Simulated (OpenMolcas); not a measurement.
**Pt6+: moving or changing the point charges**

Pt6+ among 5 point charges of -2 e arranged as a trigonal bipyramid (D3h), 2.23 Å from the ion, with the axial distance 2.141 Å.
```
   2.2300    0.0000    0.0000  -2.00
  -1.1150    1.9312    0.0000  -2.00
  -1.1150   -1.9312    0.0000  -2.00
   0.0000    0.0000    2.1408  -2.00
   0.0000    0.0000   -2.1408  -2.00
```

```yaml
Program: OpenMolcas
Method: "SS-CASPT2, IPEA 0.25 Eh, imaginary shift 0.1 Eh (closed shells correlated: 4f 5s 5p)"
Basis: ANO-RCC-VDZP [7s6p4d2f]
Scalar_Hamiltonian: DKH2, point nucleus
Active_space: 4 electrons in 5 orbitals (5d)
State_averaging: 2S+1 = 5 even, 5 roots; 2S+1 = 3 even, 45 roots; 2S+1 = 1 even, 50 roots
Spin-orbit_coupling: RASSI with atomic mean-field integrals over the reference wave functions
```

Runs around this geometry, states (labels of D3, the rotations of D3h). Energies in cm-1 above the lowest state or level, χT in cm3 K/mol.

```csv
R (Å),q (e),Axial / equatorial distance,Ground state,First state of that spin,First gap with spin-orbit (degeneracies),χT at 300 K,First state of another spin
2.23,-2,0.88,5A1,5E 6910,"6210 (1, 2)",0.041,3E 21520
2.23,-1.3,0.96,5A1,5E 3170,"7390 (1, 2)",0.029,3E 21270
2.14,-2,0.96,5A1,5E 5740,"6820 (1, 2)",0.034,3E 21430
2.23,-2,0.96,5A1,5E 4800,"6980 (1, 2)",0.032,3E 21410
2.32,-2,0.96,5A1,5E 4040,"7130 (1, 2)",0.031,3E 21370
```

Taking the first state of the same spin as R^-n, n = -ln(4040 / 5740) / ln(2.32 / 2.14) = 4.3 between the shortest and longest distance.

Scaling the charges by -1.3 / -2 = 0.65 scales the first state of the same spin by 3170 / 4800 = 0.66; with fixed orbitals a first-order splitting would follow the charge.

Roots that are degenerate in the reference are averaged as groups; the widest CASPT2 spread within a group is 140 cm-1 (the 2-fold group of multiplicity 5 near 4320 cm-1 above the lowest state of its run, R = 2.23, q = -1.3, ratio = 0.96). Shifts and gaps below about the spread of the groups concerned are not significant. Point charges give a weaker field than real ligands, and real ions of this kind are as a rule low spin; the high spin found here belongs to the model. Free-ion shares, where given, are those of the reference states; single-state CASPT2 does not remix them. Spin-orbit coupling mixes the spin-free states strongly: the lowest level takes only 27 % from its leading state, 5A1 (figures for R = 2.23, q = -2, ratio = 0.88; the like holds for R = 2.23, q = -1.3, ratio = 0.96, R = 2.14, q = -2, ratio = 0.96, R = 2.23, q = -2, ratio = 0.96, R = 2.32, q = -2, ratio = 0.96). The ground term spreads over less than 5000 cm-1, several times less than with real ligands, so orbital moments are less quenched and χT lies further from the spin-only value than at real sites (holds for R = 2.23, q = -1.3, ratio = 0.96). This is an electrostatic model: the charges have no orbitals. No measured value stands beside these numbers.
